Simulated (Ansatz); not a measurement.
`N[SiH2][SiH](N)O` at its PBE0-D4/def2-TZVP geometry, where that method's forces vanish. The species carries charge 0 and has multiplicity 1.

```xyz
13

N    -1.4787    1.1980   -1.4529
Si   -0.2389    1.3733   -0.2716
Si    0.6641   -0.7564    0.0626
N     1.3663   -0.8466    1.6187
O    -0.6526   -1.7293   -0.2265
H    -1.9990    0.3347   -1.4562
H    -2.0480    1.9757   -1.7438
H    -0.6874    1.9062    1.0585
H     0.7824    2.3424   -0.7591
H     1.7664   -1.1614   -0.8559
H     2.1236   -1.4699    1.8406
H     0.9113   -0.4898    2.4420
H    -0.5096   -2.6770   -0.2565
```

What forces (eV/Å) does PBE-D4/def2-TZVPP give on these atoms in Ansatz 0.2.0? (An estimate is asked.)

The calculation gave: 
```
N1   0.137 -0.018 -0.156
Si2  0.130 -0.036  0.154
Si3  0.150  0.219 -0.144
N4   0.059  0.098 -0.038
O5  -0.485  0.172 -0.083
H6  -0.185 -0.279 -0.008
H7  -0.210  0.258 -0.107
H8  -0.027  0.061  0.160
H9   0.111  0.099 -0.050
H10  0.143 -0.029 -0.091
H11  0.264 -0.211  0.093
H12 -0.144  0.122  0.293
H13  0.057 -0.456 -0.022
```
